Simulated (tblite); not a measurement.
C6H14Si.
SMILES with atom numbers: `[CH3:1][CH2:2][C@H:3]1[CH2:4][CH2:5][CH2:6][SiH2:7]1` (hydrogens: H8, H9, H10 on C1; H11, H12 on C2; H13 on C3; H14, H15 on C4; H16, H17 on C5; H18, H19 on C6; H20, H21 on Si7)

Computed with GFN2-xTB (tblite), gas phase: Langevin dynamics at 600 K from the optimised GFN2-xTB geometry, time step 0.5 fs, friction 0.01 fs⁻¹, 2000 steps. The instantaneous temperature is 2·E(kin)/(3Nk) with all 3N coordinates.

```tsv
t (fs)	T (K)	E(pot) above start (eV)	C1–C2 (Å)	C2–C3 (Å)	C3–C4 (Å)	C4–C5 (Å)	C5–C6 (Å)	C1–H8 (Å)	C1–C2–C3–C4 (°)
0	472	0.000	1.522	1.525	1.534	1.526	1.531	1.088	175
25	275	0.779	1.542	1.604	1.472	1.535	1.548	1.063	176
50	403	0.896	1.522	1.591	1.545	1.511	1.529	1.116	172
75	282	1.048	1.499	1.498	1.587	1.501	1.502	1.080	163
100	382	0.958	1.525	1.496	1.613	1.547	1.519	1.063	156
125	362	1.369	1.558	1.482	1.568	1.500	1.548	1.109	159
150	387	1.589	1.546	1.515	1.541	1.469	1.488	1.136	173
175	488	1.425	1.616	1.505	1.542	1.531	1.446	1.080	-174
200	650	1.126	1.552	1.582	1.646	1.555	1.488	1.060	-176
225	457	1.612	1.476	1.549	1.610	1.544	1.586	1.113	180
250	382	1.521	1.504	1.460	1.564	1.488	1.543	1.092	168
275	427	1.317	1.576	1.539	1.559	1.564	1.605	1.057	164
300	516	1.251	1.558	1.499	1.541	1.578	1.533	1.116	167
325	582	1.258	1.537	1.532	1.552	1.607	1.453	1.125	176
350	540	1.133	1.501	1.547	1.557	1.511	1.518	1.082	173
375	537	1.326	1.545	1.514	1.580	1.499	1.557	1.036	168
400	726	1.147	1.595	1.500	1.596	1.509	1.541	1.132	162
425	604	1.406	1.549	1.423	1.490	1.533	1.531	1.131	175
450	663	1.266	1.509	1.535	1.519	1.578	1.522	1.081	-175
475	554	1.239	1.526	1.582	1.591	1.525	1.536	1.138	175
500	646	1.299	1.527	1.511	1.492	1.471	1.558	1.103	178
525	464	1.658	1.543	1.533	1.633	1.513	1.553	1.050	175
550	507	1.329	1.524	1.621	1.651	1.552	1.542	1.054	166
575	511	1.513	1.518	1.548	1.473	1.548	1.531	1.082	150
600	460	1.569	1.511	1.552	1.515	1.550	1.428	1.113	149
625	485	1.269	1.517	1.494	1.516	1.643	1.525	1.081	145
650	551	1.400	1.527	1.610	1.527	1.549	1.489	1.053	146
675	655	1.368	1.526	1.599	1.592	1.457	1.496	1.123	144
700	542	1.489	1.517	1.468	1.517	1.482	1.618	1.163	150
725	703	1.482	1.540	1.454	1.563	1.549	1.549	1.128	165
750	471	1.813	1.564	1.521	1.624	1.589	1.440	1.091	176
775	693	1.046	1.565	1.573	1.474	1.570	1.505	1.063	168
800	495	1.431	1.485	1.587	1.506	1.542	1.597	1.076	170
825	644	1.251	1.470	1.595	1.622	1.532	1.530	1.076	-175
850	648	1.551	1.525	1.594	1.579	1.570	1.565	1.107	-167
875	800	1.174	1.516	1.530	1.546	1.591	1.548	1.149	-170
900	637	1.580	1.550	1.511	1.452	1.527	1.528	1.170	178
925	748	1.749	1.568	1.539	1.423	1.523	1.540	1.063	174
950	423	1.774	1.495	1.592	1.531	1.583	1.511	1.025	180
975	629	1.176	1.481	1.533	1.520	1.498	1.511	1.182	178
1000	569	1.620	1.557	1.625	1.499	1.505	1.587	1.180	173
```

Task: From 500 fs on, how do temperature and potential energy compare with equipartition?

Result: The mean temperature of these 21 frames is 585 K against the target 600 K, and the mean potential energy 1.45 eV against 57 × kT/2 = 1.47 eV for 57 classical harmonic modes. For 21 atoms in a canonical ensemble the temperature itself scatters by T·√(2/(3N)) = 107 K; here its standard deviation is 103 K. The whole run lasts only 10 friction times of 100 fs, so these averages carry a wide statistical error.

Task: What are the kinetic and total energies of the listed frame with the highest potential energy?

Result: The one at 750 fs, 1.813 eV above the start. Its kinetic energy is 3NkT/2 = 1.279 eV at 471 K, so the sum is 3.09 eV; over the listed frames the sum runs from 1.28 to 3.78 eV, since the thermostat adds and removes energy.

Task: How much do the listed bonds fluctuate from 500 fs on?

Result: 
```tsv
bond	at the start (Å)	mean (Å)	standard deviation (Å)
C1–C2	1.522	1.525	0.027
C2–C3	1.525	1.552	0.048
C3–C4	1.534	1.536	0.061
C4–C5	1.526	1.540	0.043
C5–C6	1.531	1.531	0.045
C1–H8	1.088	1.102	0.045
```

The motion is classical and holds no zero-point motion.

What follows is the cost of the whole dynamics run. The run took 16 s wall on one thread of an Arm Neoverse V1, on a shared host, and the process peaked at 0.18 GiB of memory.
